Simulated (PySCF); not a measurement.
**Oxygen: a sound run and one with changed settings**

Sound run: O²⁺ [He] 2s2 2p2, O³⁺ [He] 2s2 2p1. Calculation: PySCF 2.14, in 6-31G* (3s2p1d, 14 functions); no relativity, point nucleus. The sound run starts from symmetry-adapted Hartree-Fock orbitals and uses a fine grid where one is needed.

A second run was set up differently.

```
species  method  sound run (hartree)  changed run (hartree)  converged
    O²⁺     UHF            -73.06731              -73.06731        yes
    O²⁺    BP86            -73.23055              -73.23042        yes
    O²⁺    MN15            -73.17615              -73.17465        yes
    O³⁺     UHF            -71.05778              -71.05778        yes
    O³⁺    BP86            -71.19533              -71.19443        yes
    O³⁺    MN15            -71.14733              -71.13963        yes
```

Ionisation energy of O²⁺:

```tsv
method	sound run (eV)	changed run (eV)
UHF	54.682	54.682
BP86	55.381	55.402
MN15	55.207	55.376
```

Q: What was changed?
A. level shift left on
B. minimal basis
C. too few SCF iterations
D. angular grid far too coarse

A: D. It used 14 angular points. A coarse angular grid integrates products of high-l functions wrongly, so density functionals can shift, and the SCF can exploit the error; Hartree-Fock and MP2 need no grid.
